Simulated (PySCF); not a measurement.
SMILES [Se](OC)C (C2H6OSe) (CAM-B3LYP/def2-SVP optimised geometry):

```
10

Se    -0.939    -1.217     0.000
C      0.998    -1.217     0.000
H      1.313    -2.265    -0.111
H      1.403    -0.820     0.940
H      1.366    -0.635    -0.854
O     -1.182     0.575     0.000
C     -1.207     1.196     1.263
H     -0.244     1.105     1.798
H     -1.403     2.265     1.085
H     -2.002     0.795     1.915
```

Method: CAM-B3LYP/def2-TZVP (PySCF).

What are the frontier orbital energies and the dipole moment?

HOMO-2 -10.56 eV, HOMO-1 -9.22 eV, HOMO -7.63 eV, LUMO 0.41 eV, LUMO+1 1.78 eV; dipole moment 1.85 D.

On the same geometry PBE/def2-TZVP in PySCF gives HOMO-2 -7.75 eV, HOMO-1 -6.31 eV, HOMO -5.08 eV, LUMO -1.72 eV, LUMO+1 -0.04 eV; dipole moment 1.72 D.

Meta-Löwdin charges at CAM-B3LYP/def2-TZVP: Se1 0.39, C2 -0.44, H3 0.13, H4 0.12, H5 0.13, O6 -0.54, C7 -0.11, H8 0.09, H9 0.12, H10 0.10.
